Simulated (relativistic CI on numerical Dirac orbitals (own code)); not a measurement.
## Calculated levels, Tc

Method of calculation: Dirac-Coulomb-Breit CI, KLI orbitals optimised for each configuration, model QED (radiative potential, 1s self-energy scaled to tabulated hydrogen-like ionisation energies), valence Slater integrals scaled by 0.85, P86 correlation energy added to each configuration (own radial code, finite nucleus).

Configurations in the expansion (outside the closed core [Kr]): 4d5.5s2, 4d6.5s, 4d5.5s.5p, 4d6.5p, 4d7, 4d6.5d, 4d5.5p2, 4d6.6s, 4d5.5s.5d, 4d6.6p, 4d5.5s.6s, 4d5.5s.7s, 4d5.5s.6p, 4d5.5s.4f, 4d5.5s.7p, 4d5.5s.6d, 4d4.5s2.5p, 4d5.5s.8s, 4d5.5d2, 4d5.5s.5g, 4d5.5s.5f, 4d5.5s.8p, 4d5.5s.6f, 4d4.5s2.4f. Levels of other configurations are missing.

The lowest level is 4d5.5s2 6S_5/2, with 93 % of that term; Hund's rules for 4d5.5s2 give 6S with J = 5/2, in agreement.

```
No.  Configuration  Term     J  E (cm⁻¹)   %  Next component (%)           jj configuration (%)
  1        4d5.5s2    6S   5/2       0.0  93        5 4d5.5p2 6S           4d3/2^2 4d5/2^3 (40)
  2         4d6.5s    6D   9/2    2639.2  98                1 4F        4d3/2^3 4d5/2^3 5s (47)
  3         4d6.5s    6D   7/2    3260.5  98        1 4d5.5p2 6D        4d3/2^3 4d5/2^3 5s (52)
  4         4d6.5s    6D   5/2    3684.3  98        1 4d5.5p2 6D        4d3/2^2 4d5/2^4 5s (57)
  5         4d6.5s    6D   3/2    3969.4  98                1 4P        4d3/2^3 4d5/2^3 5s (35)
  6         4d6.5s    6D   1/2    4135.6  98                1 4P        4d3/2^2 4d5/2^4 5s (48)
  7      4d5.5s.5p   8P°   5/2   10918.6  98     1 4d5.5s.6p 8P°  4d3/2^2 4d5/2^3 5s 5p1/2 (33)
  8      4d5.5s.5p   8P°   7/2   11339.3  98     1 4d5.5s.6p 8P°  4d3/2^2 4d5/2^3 5s 5p3/2 (22)
  9         4d6.5s    4D   7/2   11708.6  84       10 4d5.5s2 4D        4d3/2^3 4d5/2^3 5s (42)
 10      4d5.5s.5p   8P°   9/2   11909.1  98     1 4d5.5s.6p 8P°  4d3/2^2 4d5/2^3 5s 5p3/2 (42)
 11         4d6.5s    4D   5/2   12152.3  72       11 4d5.5s2 4D        4d3/2^3 4d5/2^3 5s (40)
 12         4d6.5s    4D   3/2   12665.5  78       12 4d5.5s2 4D        4d3/2^2 4d5/2^4 5s (41)
 13         4d6.5s    4D   1/2   12979.8  81       12 4d5.5s2 4D        4d3/2^2 4d5/2^4 5s (33)
 14         4d6.5s    4P   5/2   13969.8  56       18 4d5.5s2 4P        4d3/2^2 4d5/2^4 5s (34)
 15         4d6.5s    4P   3/2   14820.3  53       25 4d5.5s2 4P          4d3/2 4d5/2^5 5s (28)
 16         4d6.5s    4P   1/2   15270.2  51       30 4d5.5s2 4P        4d3/2^3 4d5/2^3 5s (21)
 17         4d6.5s    4F   9/2   15824.3  51           31 4d7 4F                4d5/2^2 5s (30)
 18         4d6.5s    4F   7/2   16230.1  47           23 4d7 4F        4d3/2^3 4d5/2^3 5s (30)
 19        4d5.5s2    4G  11/2   16396.2  37        35 4d6.5s 4G        4d3/2^3 4d5/2^3 5s (58)
 20         4d6.5s    4F   5/2   16516.6  47           21 4d7 4F        4d3/2^3 4d5/2^3 5s (33)
 21        4d5.5s2    4G   9/2   16566.1  37        29 4d6.5s 4G        4d3/2^3 4d5/2^3 5s (33)
 22         4d6.5s    4F   3/2   16705.9  63           29 4d7 4F        4d3/2^3 4d5/2^3 5s (26)
 23        4d5.5s2    4G   7/2   16737.8  39        22 4d6.5s 4G        4d3/2^2 4d5/2^4 5s (28)
 24        4d5.5s2    4G   5/2   16822.4  47        22 4d6.5s 4G        4d3/2^2 4d5/2^4 5s (23)
 25         4d6.5s    4H  13/2   16867.5  98        1 4d5.5p2 4H        4d3/2^3 4d5/2^3 5s (68)
 26         4d6.5s    4H  11/2   17414.9  73       18 4d5.5s2 4G        4d3/2^2 4d5/2^4 5s (59)
 27         4d6.5s    4H   7/2   17583.5  80       13 4d5.5s2 4G        4d3/2^2 4d5/2^4 5s (31)
 28         4d6.5s    4H   9/2   17593.7  74       18 4d5.5s2 4G        4d3/2^2 4d5/2^4 5s (49)
 29      4d5.5s.5p   6P°   7/2   19826.7  80       16 4d6.5p 6P°  4d3/2^2 4d5/2^3 5s 5p3/2 (21)
 30      4d5.5s.5p   6P°   5/2   19955.5  83       13 4d6.5p 6P°  4d3/2^2 4d5/2^3 5s 5p3/2 (24)
 31      4d5.5s.5p   6P°   3/2   20058.8  85       11 4d6.5p 6P°  4d3/2^2 4d5/2^3 5s 5p3/2 (33)
 32         4d6.5s    4D   3/2   21118.5  39       24 4d5.5s2 4D                4d5/2^2 5s (34)
 33         4d6.5s    2F   7/2   21157.6  38               19 4D                4d5/2^2 5s (25)
 34         4d6.5s    4D   1/2   21193.1  57       34 4d5.5s2 4D        4d3/2^3 4d5/2^3 5s (44)
 35         4d6.5s    4D   5/2   21264.4  43       34 4d5.5s2 4D        4d3/2^3 4d5/2^3 5s (27)
 36            4d7    4F   9/2   21560.2  35        17 4d6.5s 4F                4d5/2^2 5s (29)
 37         4d6.5s    2D   3/2   21637.2  24               17 4D        4d3/2^2 4d5/2^4 5s (35)
 38         4d6.5s    4D   7/2   21741.5  37       23 4d5.5s2 4D        4d3/2^2 4d5/2^4 5s (26)
 39         4d6.5s    2H  11/2   21747.2  40               28 4G        4d3/2^3 4d5/2^3 5s (63)
 40         4d6.5s    2F   5/2   21857.4  50               18 4G        4d3/2^3 4d5/2^3 5s (36)
 41         4d6.5s    2D   5/2   21900.5  30       21 4d5.5s2 2D        4d3/2^3 4d5/2^3 5s (24)
 42         4d6.5s    2H   9/2   22336.2  49               19 2G        4d3/2^3 4d5/2^3 5s (48)
 43            4d7    4F   7/2   22472.1  31        20 4d6.5s 4G        4d3/2^3 4d5/2^3 5s (29)
 44         4d6.5s    4G   9/2   22678.1  47       25 4d5.5s2 4G        4d3/2^2 4d5/2^4 5s (28)
 45         4d6.5s    2H  11/2   22758.1  43               28 4G        4d3/2^2 4d5/2^4 5s (47)
 46         4d6.5s    4G   5/2   22845.7  32       19 4d5.5s2 4G        4d3/2^2 4d5/2^4 5s (31)
 47         4d6.5s    4G   7/2   23042.6  34           23 4d7 4F        4d3/2^2 4d5/2^4 5s (37)
 48         4d6.5s    2P   3/2   23076.5  43               13 2D        4d3/2^2 4d5/2^4 5s (41)
 49            4d7    4F   5/2   23345.8  38        26 4d6.5s 4F        4d3/2^2 4d5/2^4 5s (27)
 50         4d6.5s    2G   9/2   23444.5  51           22 4d7 2G        4d3/2^2 4d5/2^4 5s (48)
 51            4d7    4F   3/2   23607.0  53        25 4d6.5s 4F             4d3/2 4d5/2^6 (25)
 52        4d5.5s2    4P   5/2   23766.5  38        16 4d6.5s 2D             4d3/2 4d5/2^4 (22)
 53         4d6.5s    2G   7/2   23828.8  58           18 4d7 2G        4d3/2^2 4d5/2^4 5s (31)
 54        4d5.5s2    4P   3/2   23977.7  46        32 4d6.5s 4P           4d3/2^2 4d5/2^3 (25)
 55        4d5.5s2    4P   1/2   24049.6  49        34 4d6.5s 4P           4d3/2^2 4d5/2^3 (26)
 56         4d6.5p   6D°   9/2   24184.1  83    12 4d5.5s.5p 6D°     4d3/2^3 4d5/2^3 5p3/2 (28)
 57         4d6.5s    2P   1/2   24189.1  55               17 2S        4d3/2^3 4d5/2^3 5s (25)
 58         4d6.5p   6D°   7/2   24459.3  81    13 4d5.5s.5p 6D°     4d3/2^2 4d5/2^4 5p3/2 (21)
 59         4d6.5s    2G   7/2   24690.6  69       12 4d5.5s2 2G        4d3/2^2 4d5/2^4 5s (39)
 60         4d6.5p   6D°   5/2   24700.4  80    13 4d5.5s.5p 6D°     4d3/2^3 4d5/2^3 5p1/2 (24)
 61         4d6.5p   6D°   3/2   24884.4  80    14 4d5.5s.5p 6D°     4d3/2^2 4d5/2^4 5p1/2 (27)
 62         4d6.5s    2G   9/2   24894.8  59               14 2H          4d3/2 4d5/2^5 5s (39)
 63         4d6.5s    2I  13/2   24972.9  86       11 4d5.5s2 2I        4d3/2^2 4d5/2^4 5s (60)
 64         4d6.5p   6D°   1/2   25006.5  81    15 4d5.5s.5p 6D°     4d3/2^3 4d5/2^3 5p1/2 (17)
 65         4d6.5s    2I  11/2   25007.0  76       16 4d5.5s2 2I        4d3/2^2 4d5/2^4 5s (60)
 66         4d6.5s    2S   1/2   26841.0  58       13 4d5.5s2 2S                4d5/2^6 5s (29)
 67         4d6.5p   6F°  11/2   26982.6  80    17 4d5.5s.5p 6F°     4d3/2^3 4d5/2^3 5p3/2 (39)
 68         4d6.5s    4D   7/2   27154.8  39       31 4d5.5s2 4D        4d3/2^3 4d5/2^3 5s (32)
 69         4d6.5s    2D   5/2   27168.1  33       22 4d5.5s2 4D        4d3/2^2 4d5/2^4 5s (30)
 70         4d6.5p   6F°   9/2   27226.5  74    17 4d5.5s.5p 6F°     4d3/2^3 4d5/2^3 5p3/2 (30)
```

Energies count from the lowest computed level; ° marks odd parity. Filled j subshells are mostly left out of the jj labels.

The mean weight of the leading LS term, summed over parents, in these 70 levels is 62 %, and that of the leading jj configuration (from the same eigenvectors) 35 %, so LS coupling describes them better.

Correlation outside the listed configurations is missing or only estimated: errors of thousands of cm⁻¹ between configurations and terms are usual at this charge. Rates and lifetimes follow the computed energies and can be off by large factors. The fine structure of a lone outer electron comes out too small, for d and f at times inverted, and misplaced configurations move strength between like terms. 30 of the 33 excited levels that our extract of the measured tables holds in this range could be paired (the sources list more); they are missed by 2485 cm⁻¹ on average and 5614 at most, and levels without a partner can miss by more.

LS names give the leading component of a level, which can be under half, so a name can repeat, a term be missing and a line seem to break the LS rules.
